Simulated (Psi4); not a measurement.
Job for Psi4: SAPT0/jun-cc-pV(D+d)Z on C2H4F2O (a complex), monomers drawn apart or pushed together.

```
memory 2025 MB

molecule dimer {
0 1
C    -0.33213211   -0.10086546   -0.01567939
O     0.64597051   -0.71396437    0.31739458
H    -0.54541780    0.11585582   -1.07976486
H    -1.06458301    0.27577816    0.71961310
--
0 1
F    -0.14391465    0.79236349    3.61032907
C    -0.06793684   -0.55825755    3.80312040
F    -1.27650254   -1.09934655    3.46630579
H     0.11239563   -0.74676129    4.86228124
H     0.68996860   -0.96105069    3.13400674
units angstrom
symmetry c1
no_reorient
no_com
}

set {
  basis jun-cc-pV(D+d)Z
  scf_type df
  freeze_core true
}

energy('sapt0')
```

Program output:

```
[...]
==> Input File <==

--------------------------------------------------------------------------
memory 2025 MB

molecule dimer {
0 1
C    -0.33213211   -0.10086546   -0.01567939
O     0.64597051   -0.71396437    0.31739458
H    -0.54541780    0.11585582   -1.07976486
H    -1.06458301    0.27577816    0.71961310
--
0 1
F    -0.14391465    0.79236349    3.61032907
C    -0.06793684   -0.55825755    3.80312040
F    -1.27650254   -1.09934655    3.46630579
H     0.11239563   -0.74676129    4.86228124
H     0.68996860   -0.96105069    3.13400674
units angstrom
symmetry c1
no_reorient
no_com
}

set {
  basis jun-cc-pV(D+d)Z
  scf_type df
  freeze_core true
}

energy('sapt0')
--------------------------------------------------------------------------


   => Loading Basis Set <=

    Name: JUN-CC-PV(D+D)Z
    Role: ORBITAL
    Keyword: BASIS
    atoms 1, 6     entry C          line   188 file jun-cc-pv_dpd_z.gbs
    atoms 2        entry O          line   256 file jun-cc-pv_dpd_z.gbs
    atoms 3-4, 8-9 entry H          line    60 file jun-cc-pv_dpd_z.gbs
    atoms 5, 7     entry F          line   290 file jun-cc-pv_dpd_z.gbs

   => Loading Basis Set <=

    Name: JUN-CC-PV(D+D)Z
    Role: ORBITAL
    Keyword: BASIS
    atoms 1, 6     entry C          line   188 file jun-cc-pv_dpd_z.gbs
    atoms 2        entry O          line   256 file jun-cc-pv_dpd_z.gbs
    atoms 3-4, 8-9 entry H          line    60 file jun-cc-pv_dpd_z.gbs
    atoms 5, 7     entry F          line   290 file jun-cc-pv_dpd_z.gbs


  //>>>>>>>>>>>>>>>>>>>>>>>>>>>>>>>>>>>//
  //              Dimer HF             //
  //<<<<<<<<<<<<<<<<<<<<<<<<<<<<<<<<<<<//

   => Libint2 <=

    Primary   basis highest AM E, G, H:  7, 6, 3
    Auxiliary basis highest AM E, G, H:  7, 7, 4
    Onebody   basis highest AM E, G, H:  -, -, -
    Solid Harmonics ordering:            Gaussian


   => Loading Basis Set <=

    Name: JUN-CC-PV(D+D)Z
    Role: ORBITAL
    Keyword: BASIS
    atoms 1, 6     entry C          line   188 file jun-cc-pv_dpd_z.gbs
    atoms 2        entry O          line   256 file jun-cc-pv_dpd_z.gbs
    atoms 3-4, 8-9 entry H          line    60 file jun-cc-pv_dpd_z.gbs
    atoms 5, 7     entry F          line   290 file jun-cc-pv_dpd_z.gbs


         ---------------------------------------------------------
                                   SCF
               by Justin Turney, Rob Parrish, Andy Simmonett
                          and Daniel G. A. Smith
                              RHF Reference
                        1 Threads,   1931 MiB Core
         ---------------------------------------------------------

  ==> Geometry <==

    Molecular point group: c1
    Full point group: C1

    Geometry (in Angstrom), charge = 0, multiplicity = 1:

       Center              X                  Y                   Z               Mass
    ------------   -----------------  -----------------  -----------------  -----------------
         C           -0.332132110000    -0.100865460000    -0.015679390000    12.000000000000
         O            0.645970510000    -0.713964370000     0.317394580000    15.994914619570
         H           -0.545417800000     0.115855820000    -1.079764860000     1.007825032230
         H           -1.064583010000     0.275778160000     0.719613100000     1.007825032230
         F           -0.143914650000     0.792363490000     3.610329070000    18.998403162730
         C           -0.067936840000    -0.558257550000     3.803120400000    12.000000000000
         F           -1.276502540000    -1.099346550000     3.466305790000    18.998403162730
         H            0.112395630000    -0.746761290000     4.862281240000     1.007825032230
         H            0.689968600000    -0.961050690000     3.134006740000     1.007825032230

  Running in c1 symmetry.

  Rotational constants: A =      0.23256  B =      0.02315  C =      0.02242 [cm^-1]
  Rotational constants: A =   6972.03191  B =    694.08130  C =    672.00048 [MHz]
  Nuclear repulsion =  167.303855582663061

  Charge       = 0
  Multiplicity = 1
  Electrons    = 42
  Nalpha       = 21
  Nbeta        = 21

  ==> Algorithm <==

  SCF Algorithm Type is DF.
  DIIS enabled.
  MOM disabled.
  Fractional occupation disabled.
  Guess Type is SAD.
  Energy threshold   = 1.00e-08
  Density threshold  = 1.00e-08
  Integral threshold = 1.00e-12

  ==> Primary Basis <==

  Basis Set: JUN-CC-PV(D+D)Z
    Blend: JUN-CC-PV(D+D)Z
    Number of shells: 52
    Number of basis functions: 110
    Number of Cartesian functions: 115
    Spherical Harmonics?: true
    Max angular momentum: 2

   => Loading Basis Set <=

    Name: (JUN-CC-PV(D+D)Z AUX)
    Role: JKFIT
    Keyword: DF_BASIS_SCF
    atoms 1, 6     entry C          line   146 file jun-cc-pvdz-jkfit.gbs
    atoms 2        entry O          line   258 file jun-cc-pvdz-jkfit.gbs
    atoms 3-4, 8-9 entry H          line    70 file jun-cc-pvdz-jkfit.gbs
    atoms 5, 7     entry F          line   314 file jun-cc-pvdz-jkfit.gbs

  ==
[...]
Energy =             76.8686051306587217
    One-Electron Energy =                -483.3841201402387924
    Two-Electron Energy =                 168.5925200433071041
    Total Energy =                       -237.9229949662729950

Computation Completed


Properties will be evaluated at   0.000000,   0.000000,   0.000000 [a0]

Properties computed using the SCF density matrix


 Multipole Moments:

 ------------------------------------------------------------------------------------
     Multipole            Electronic (a.u.)      Nuclear  (a.u.)        Total (a.u.)
 ------------------------------------------------------------------------------------

 L = 1.  Multiply by 2.5417464519 to convert [e a0] to [Debye]
 Dipole X            :         24.1823109          -23.4118387            0.7704721
 Dipole Y            :         14.2922635          -14.7780454           -0.4857819
 Dipole Z            :       -178.2693608          178.5880461            0.3186853
 Magnitude           :                                                    0.9649724

 ------------------------------------------------------------------------------------

  Constructing Basis Sets for SAPT...

   => Loading Basis Set <=

    Name: (JUN-CC-PV(D+D)Z AUX)
    Role: RIFIT
    Keyword: DF_BASIS_SAPT
    atoms 1, 6     entry C          line   100 file jun-cc-pvdz-ri.gbs
    atoms 2        entry O          line   188 file jun-cc-pvdz-ri.gbs
    atoms 3-4, 8-9 entry H          line    30 file jun-cc-pvdz-ri.gbs
    atoms 5, 7     entry F          line   232 file jun-cc-pvdz-ri.gbs

   => Loading Basis Set <=

    Name: (JUN-CC-PV(D+D)Z AUX)
    Role: JKFIT
    Keyword: DF_BASIS_ELST
    atoms 1, 6     entry C          line   146 file jun-cc-pvdz-jkfit.gbs
    atoms 2        entry O          line   258 file jun-cc-pvdz-jkfit.gbs
    atoms 3-4, 8-9 entry H          line    70 file jun-cc-pvdz-jkfit.gbs
    atoms 5, 7     entry F          line   314 file jun-cc-pvdz-jkfit.gbs


  //>>>>>>>>>>>>>>>>>>>>>>>>>>>>>>>>>>>//
  //               SAPT0               //
  //<<<<<<<<<<<<<<<<<<<<<<<<<<<<<<<<<<<//



        SAPT0
    Ed Hohenstein
     6 June 2009

      Orbital Information
  --------------------------
    NSO        =       110
    NMO        =       110
    NRI        =       381
    NRI (Elst) =       487
    NOCC A     =         8
    NOCC B     =        13
    FOCC A     =         2
    FOCC B     =         3
    NVIR A     =       102
    NVIR B     =        97

    Elst10,r            =    -0.004465769527 [Eh]
    Exch10              =     0.001242767952 [Eh]
    Exch10 (S^2)        =     0.001242303507 [Eh]

    Maxiter = 50
    CPHF R converge = 1.000000E-08

    Iter     Energy [mEh]          dE [mEh]         Residual      Time [s]
       1      -0.23805977       0.238059773     4.311763e-03             0
       2      -0.26356450       0.025504732     1.956683e-03             0
       3      -0.30358494       0.040020433     4.377964e-04             0
       4      -0.30014500      -0.003439937     1.527227e-04             0
       5      -0.30018360       0.000038596     5.270639e-05             0
       6      -0.30044836       0.000264765     1.068676e-05             0
       7      -0.30041779      -0.000030576     2.341660e-06             0
       8      -0.30041511      -0.000002680     4.438786e-07             0
       9      -0.30041650       0.000001395     6.850721e-08             0
      10      -0.30041632      -0.000000182     1.047854e-08             0
      11      -0.30041634       0.000000016     2.548161e-09             0

    CHF Iterations converged

    Maxiter = 50
    CPHF R converge = 1.000000E-08

    Iter     Energy [mEh]          dE [mEh]         Residual      Time [s]
       1      -0.19130589       0.191305887     2.797104e-03             0
       2      -0.23686650       0.045560615     1.380599e-03             0
       3      -0.24488540       0.008018901     2.734582e-04             0
       4      -0.24366994      -0.001215460     7.168726e-05             0
       5      -0.24352054      -0.000149399     1.486275e-05             0
       6      -0.24357782       0.000057276     4.023176e-06             0
       7      -0.24358408       0.000006261     9.001851e-07             0
       8      -0.24358034      -0.000003745     1.421999e-07             0
       9      -0.24358069       0.000000355     3.063877e-08             0
      10      -0.24358070       0.000000007     1.033750e-08             0
      11      -0.24358069      -0.000000009     2.135412e-09             0

    CHF Iterations converged

    Ind20,r (A<-B)      =    -0.000300416335 [Eh]
    Ind20,r (B<-A)      =    -0.000243580689 [Eh]
    Ind20,r             =    -0.000543997025 [Eh]
    Exch-Ind20,r (A<-B) =     0.000135052804 [Eh]
    Exch-Ind20,r (B<-A) =     0.000054511331 [Eh]
    Exch-Ind20,r        =     0.000189564135 [Eh]
    Disp20              =    -0.001181144964 [Eh]
    Disp20 (SS)         =    -0.000590572482 [Eh]
    Disp20 (OS)         =    -0.000590572482 [Eh]
    Exch-Disp20         =     0.000070988411 [Eh]
    Exch-Disp20 (SS)    =     0.000039245516 [Eh]
    Exch-Disp20 (OS)    =     0.000031742896 [Eh]

    SAPT Results
  --------------------------------------------------------------------------------------------------------
    Electrostatics                 -4.46576953 [mEh]      -2.80231269 [kcal/mol]     -11.72487628 [kJ/mol]
      Elst10,r                     -4.46576953 [mEh]      -2.80231269 [kcal/mol]     -11.72487628 [kJ/mol]

    Exchange                        1.24276795 [mEh]       0.77984866 [kcal/mol]       3.26288681 [kJ/mol]
      Exch10                        1.24276795 [mEh]       0.77984866 [kcal/mol]       3.26288681 [kJ/mol]
      Exch10(S^2)                   1.24230351 [mEh]       0.77955722 [kcal/mol]       3.26166741 [kJ/mol]

    Induction                      -0.44800633 [mEh]      -0.28112822 [kcal/mol]      -1.17624046 [kJ/mol]
      Ind20,r                      -0.54399702 [mEh]      -0.34136329 [kcal/mol]      -1.42826399 [kJ/mol]
      Exch-Ind20,r                  0.18956414 [mEh]       0.11895329 [kcal/mol]       0.49770057 [kJ/mol]
      delta HF,r (2)               -0.09357344 [mEh]      -0.05871822 [kcal/mol]      -0.24567703 [kJ/mol]

    Dispersion                     -1.11015655 [mEh]      -0.69663375 [kcal/mol]      -2.91471563 [kJ/mol]
      Disp20                       -1.18114496 [mEh]      -0.74117966 [kcal/mol]      -3.10109568 [kJ/mol]
      Exch-Disp20                   0.07098841 [mEh]       0.04454590 [kcal/mol]       0.18638005 [kJ/mol]
      Disp20 (SS)                  -0.59057248 [mEh]      -0.37058983 [kcal/mol]      -1.55054784 [kJ/mol]
      Disp20 (OS)                  -0.59057248 [mEh]      -0.37058983 [kcal/mol]      -1.55054784 [kJ/mol]
      Exch-Disp20 (SS)              0.03924552 [mEh]       0.02462693 [kcal/mol]       0.10303909 [kJ/mol]
      Exch-Disp20 (OS)              0.03174290 [mEh]       0.01991897 [kcal/mol]       0.08334096 [kJ/mol]

  Total HF                         -3.67100791 [mEh]      -2.30359224 [kcal/mol]      -9.63822993 [kJ/mol]
  Total SAPT0                      -4.78116446 [mEh]      -3.00022599 [kcal/mol]     -12.55294556 [kJ/mol]

  Special recipe for scaled SAPT0 (see Manual):
    Electrostatics sSAPT0          -4.46576953 [mEh]      -2.80231269 [kcal/mol]     -11.72487628 [kJ/mol]
    Exchange sSAPT0                 1.24276795 [mEh]       0.77984866 [kcal/mol]       3.26288681 [kJ/mol]
    Induction sSAPT0               -0.44779364 [mEh]      -0.28099475 [kcal/mol]      -1.17568204 [kJ/mol]
    Dispersion sSAPT0              -1.11007690 [mEh]      -0.69658377 [kcal/mol]      -2.91450651 [kJ/mol]
  Total sSAPT0                     -4.78087212 [mEh]      -3.00004255 [kcal/mol]     -12.55217802 [kJ/mol]
  --------------------------------------------------------------------------------------------------------



*** Psi4 exiting successfully. Buy a developer a beer!
```

The run finished.

Cost: about 7 core-seconds (a rough figure).
